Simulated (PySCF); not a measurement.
# How methods differ on the ionisation energy of Se⁺

Se⁺ [Ar] 3d10 4s2 4p3 (4S) → Se²⁺ [Ar] 3d10 4s2 4p2 (3P), as a difference of total energies. All numbers are calculated (PySCF 2.14, a scalar-relativistic core potential, in aug-cc-pVTZ-PP with ECP10MDF (6s5p4d2f, 55 functions)). Correlated levels: valence: 3s2 3p6 3d10 frozen. The calculations carry no spin-orbit coupling.

```
           method  ionisation energy (eV)
              UHF                  20.842
              LDA                  21.392
              PBE                  21.239
             PBE0                  21.349
           r2SCAN                  21.547
             BP86                  21.318
          wB97M-V                  21.145
             BLYP                  20.977
           M06-2X                  21.153
    MP2 (valence)                  21.352
SCS-MP2 (valence)                  21.200
```

Q: How much does correlation contribute at MP2 (valence)?

A: 21.352 − (20.842) = 0.510 eV, measured against UHF.

The reference lies between the lowest fine-structure levels, while these numbers refer to the centres of the terms.

Errors of the correlated levels include the incompleteness of this basis and the frozen core.

For comparison: 21.196 ± 0.01 eV (measured; NIST Atomic Spectra Database, ionization energies).
